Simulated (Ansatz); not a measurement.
Species: sum formula LaClF₂, charge 0, multiplicity 1. 
Geometry from a B3LYP-D3(BJ)/def2-TZVP (Ansatz, an electronic-structure program) optimisation:
```xyz
4

La     0.0357    -0.3086     0.0825
F      2.1314    -0.7822     0.0670
F     -0.9472    -0.6309     1.9657
Cl    -0.7467     1.7828    -1.3529
```

Wanted: vertical electron affinity (to the doublet state of charge -1; a negative value means that the extra electron is unbound and the number depends on the basis; each state is the SCF solution reached for its spin), in eV. Cores are frozen in the correlated levels unless marked. UHF or UKS for open shells. Spin-orbit coupling is left out. The frozen core is the preceding noble-gas configuration, with the filled d and f shells of earlier blocks. In def2 rows, elements after Kr have scalar-relativistic effective core potentials. Anions need diffuse functions: def2-D sets add few. Basis-set limits of correlation are two-point, X^-3; Hartree-Fock from the larger set.

```
level                                program  vertical electron affinity (eV)
-----------------------------------  -------  -------------------------------
HF/def2-QZVPPD                        Ansatz                             0.72
SVWN5/def2-TZVPD                      Ansatz                             1.24
PBE/def2-TZVPD                        Ansatz                             1.11
r2SCAN/def2-TZVPD                     Ansatz                             1.10
B3LYP/def2-TZVPD                      Ansatz                             1.17
PBE0/def2-TZVPD                       Ansatz                             1.11
BHLYP/def2-TZVPD                      Ansatz                             1.05
CAM-B3LYP/def2-TZVPD                  Ansatz                             1.13
wB97X-V/def2-TZVPD                    Ansatz                             0.94
wB97X/def2-TZVPD                      Ansatz                             0.84
MP2/def2-SVPD                         Ansatz                             0.81
RI-MP2/CBS(def2-TZVPPD,def2-QZVPPD)   Ansatz                             0.81
SCS-MP2/def2-SVPD                     Ansatz                             0.78
CCSD/def2-SVPD                        Ansatz                             0.87
```
